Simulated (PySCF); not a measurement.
C6H5NS.
SMILES with atom numbers: `[CH3:1][C:2]#[C:3][c:4]1[cH:5][cH:6][s:7][n:8]1`

Structure used (GFN2-xTB), in Å, numbered top down from 1:
```xyz
13
C6H5NS angstrom
C     -3.1318   -0.0924    0.0364
C     -1.7005    0.0878    0.0509
C     -0.5062    0.2340    0.0612
C      0.8941    0.3923    0.0705
C      1.8146   -0.6634   -0.1834
C      3.0880   -0.1947   -0.1028
S      3.0613    1.4822    0.2731
N      1.4399    1.5630    0.3222
H     -3.4798   -0.2242   -0.9883
H     -3.4036   -0.9740    0.6170
H     -3.6204    0.7817    0.4658
H      1.5271   -1.6744   -0.4042
H      4.0131   -0.7173   -0.2363
```

Definitions: NICS(0) = −σiso at the ring centroid; NICS(1) = −σiso and NICS(1)zz = −σzz at ±1 Å along the ring normal z. Level: GIAO PBE0/pcSseg-1 (PySCF, non-relativistic, gas phase) on the GFN2-xTB geometry, one conformer.

Ring bond lengths (Å), with Mayer bond orders in brackets: C4–C5 1.423 (1.21), C5–C6 1.359 (1.58), C6–S7 1.719 (1.20), S7–N8 1.624 (1.19), N8–C4 1.316 (1.61).

Q: What do the NICS probes read (ppm)?

A: 
| ring | type | NICS(0) | NICS(1), two faces | NICS(1)zz, two faces | rms pucker (Å) | centre to ring atoms, mean (Å) |
| --- | --- | --- | --- | --- | --- | --- |
| C4–C5–C6–S7–N8 | 5-membered ring with N and S; formal bonds all aromatic | -13.3 | -12.1 / -12.1 | -29.1 / -29.1 | 0.00 | 1.26 |

Q: What can be read from them?

A: 
- C4–C5–C6–S7–N8: mean NICS(1)zz -29.1 ppm, shielded. For a flat ring without four-coordinate atoms the NICS criterion counts such a value as aromatic.

Q: List the ring angles and the Hirshfeld charges of the ring atoms.

A: 
- C4–C5–C6–S7–N8: C4 115.2° (+0.044 e), C5 109.8° (-0.072 e), C6 109.6° (-0.076 e), S7 94.1° (+0.177 e), N8 111.3° (-0.195 e); sum 540.0° against 540° for a flat convex ring.

Q: What are the shieldings of the ring atoms and their hydrogens in the same run (means over atoms taken as equivalent)?

A: 
```csv
atoms,environment,σ isotropic (ppm)
C4,substituted aromatic carbon,33.0
C5,aromatic CH carbon,54.8
C6,aromatic CH next to a ring sulfur,29.1
S7,ring sulfur,116.6
N8,pyridine-type nitrogen,-79.6
H12,aromatic hydrogen,24.33
H13,aromatic hydrogen,23.26
```
